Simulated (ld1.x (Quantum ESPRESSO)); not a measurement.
Before and after: TM potential for Sn (Z = 50)

tin (Sn), norm-conserving Troullier–Martins (Kleinman–Bylander form), made with ld1.x (Quantum ESPRESSO) 7.5 (PBE, scalar-relativistic). Core [Kr], reference 4d10 5s1.75 5p2.25. Waves: 5s (bound): rc 2.00 bohr; 5p (bound): rc 2.60 bohr; 4d (bound): rc 1.65 bohr. Local part: the d channel. Core correction: a·sin(br)/r model core inside 1.05 bohr.

All-electron outer shells of the reference configuration (PBE, scalar-relativistic, ld1.x):

| shell | level (eV) | outermost node (bohr) | outermost maximum (bohr) |
| --- | --- | --- | --- |
| 4s | -134.33 | 0.40 | 0.74 |
| 4p | -90.10 | 0.41 | 0.79 |
| 4d | -26.22 | 0.39 | 0.88 |
| 5s | -10.77 | 0.98 | 2.01 |
| 5p | -3.86 | 1.09 | 2.55 |

Change: all radii but the core radius scaled by about 1.24 (s 2.48, p 3.22, d 2.04 bohr).

Cutoffs: the cutoffs (Ry, on a coarse ladder) from which the occupation-weighted sum of valence levels, in a spherical-Bessel basis at the reference potential, stays within 10 and 1 mRy of its value at 400 Ry; they do not see the model core or the augmentation charge, which bear on the density cutoff. Errors are all-electron minus pseudo energies relative to the spin-unpolarised reference configuration.

Q: What does the change do?

A: The potential gets softer (80 Ry and 140 Ry → 60 Ry and 110 Ry); both files keep a bound ghost (p, s); of the 6 tests that both files solve, the error grows in 3 and shrinks in 0 by more than 15 % and 0.3 meV (median size 1.7 → 2.8 meV). A larger radius leaves more room for a smooth pseudo-wave, so fewer plane waves are needed. More of the atom is replaced by a form fitted at one configuration, so other configurations suffer.

```tsv
quantity	base	changed
cutoff, loose	80 Ry	60 Ry
cutoff, tight	140 Ry	110 Ry
loose cutoff by channel (10 mRy a level)	s 10 Ry, p 6 Ry, d 70 Ry	s 15 Ry, p 6 Ry, d 50 Ry
bound ghosts	s, p	s, p
tests counted (converged, no solver errors)	6 of 7	6 of 7
error for 4d10 5s2 5p2, meV [ΔE -1.72 eV]	+0.1	+0.1
error for 4d10 5s2 5p1, meV [ΔE 5.15 eV]	-1.9	-4.0
error for 4d10 5s2 5p0, meV [ΔE 19.11 eV]	-8.1	-22
error for 4d10 5s1 5p2, meV [ΔE 12.80 eV]	-2.9	-8.9
error for 4d10 5s2 5p2.3, meV [ΔE -2.57 eV]	+0.3	0.0
error for 4d10 5s1 5p3, meV [ΔE 5.26 eV]	-1.4	-1.5
```

Base: Tests not counted: 4d9 5s2 5p2 (solver errors, printed error -1492 eV). Changed file: Tests not counted: 4d9 5s2 5p2 (solver errors, printed error -1671 eV). A true bound ghost makes a file unfit for plane-wave use even where its test errors are small: the radial tests pick states by their node count and pass the ghost by. Where a test does run into it, the solver fails or the error is huge.
